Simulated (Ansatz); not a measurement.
Species: AlI₂, charge -1, multiplicity 1. 
Structure (B3LYP-D3(BJ)/def2-TZVP (Ansatz, a quantum-chemistry and plane-wave program) minimum search):
```
Al
I 1 2.7838
I 1 2.7838 2 100.59
```
Charge -1, spin multiplicity 1.

Basis-set convergence of Hartree-Fock and CCSD correlation energies (hartree) with Ansatz. Valence correlation only, unless marked. Spin-orbit coupling is left out. The frozen core is the preceding noble-gas configuration, with the filled d and f shells of earlier blocks. Past Kr the def2 sets carry scalar-relativistic core potentials.

The Hartree-Fock reference is unstable (checked in the largest basis), which strains HF and MP2. 

| basis | functions | E(HF) | E(corr, CCSD) |
|---|---|---|---|
| def2-SVPD | 94 | -835.32189 | -0.29260 |
| def2-TZVPPD | 166 | (withheld) | (withheld) |

### Question
Fill in the missing entries.

### Answer

- def2-TZVPPD, E(HF): -835.41909
- def2-TZVPPD, E(corr, CCSD): -0.38115
